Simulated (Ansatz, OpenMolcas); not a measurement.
Worked example: the enthalpy of formation of SiH3I (SMILES [SiH3]I)

The species is SiH3I (5 atoms), meant as a singlet with charge 0. SMILES: `[SiH3]I`. The coordinates come from a PBE0-D4/def2-TZVP relaxation.

Total energies at M06-L/def2-TZVP (core potential) (OpenMolcas 26.06); the atoms run unrestricted:

```
species    state  energy (Eh)
  SiH3I  singlet  -589.211237
     Si  triplet  -289.354971
      I  doublet  -297.848425
      H  doublet    -0.503416
```

Harmonic wavenumbers at PBE0-D4/def2-TZVP, in cm⁻¹: 364, 586, 586, 900, 940, 940, 2243, 2261, 2261.

Measured heats of formation of the gaseous atoms at 298.15 K, in kJ/mol: Si 450.0, I 106.8, H 218.0. Spin-orbit lowering of the atoms at 298 K (mean of the ground term's levels less their thermal mean, from spectra), in kJ/mol: Si 0.44, I 30.32. Take 1 Eh = 2625.50 kJ/mol, 1 cm⁻¹ = 0.0119627 kJ/mol, RT = 2.479 kJ/mol.

What heat of formation follows?


1. Electronic atomisation energy: (-289.354971) + (-297.848425) + 3 × (-0.503416) − (-589.211237) = 0.497593 Eh = 1306.4 kJ/mol.
2. Zero-point energy: half the sum of the wavenumbers, 5540.5 cm⁻¹ = 66.3 kJ/mol.
3. Thermal vibrational enthalpy, Σ hcν̃/(exp(hcν̃/kT) − 1): 2.2 kJ/mol. Translation, rotation and pV of a non-linear molecule: 4 RT = 9.9 kJ/mol.
4. The 5 free atoms carry 5/2 RT each: 31.0 kJ/mol.
5. Spin-orbit coupling lowers the free atoms by 0.44 + 30.32 = 30.8 kJ/mol.
6. Atomisation enthalpy at 298 K: 1306.4 − 30.8 − 66.3 − 2.2 − 9.9 + 31.0 = 1228.2 kJ/mol.
7. Sum of the atoms' heats of formation: 1210.8 kJ/mol. Heat of formation: 1210.8 − 1228.2 = -17.4 kJ/mol.

No measured value is set beside it here. Anharmonicity and any spin-orbit splitting of the molecule are left out.
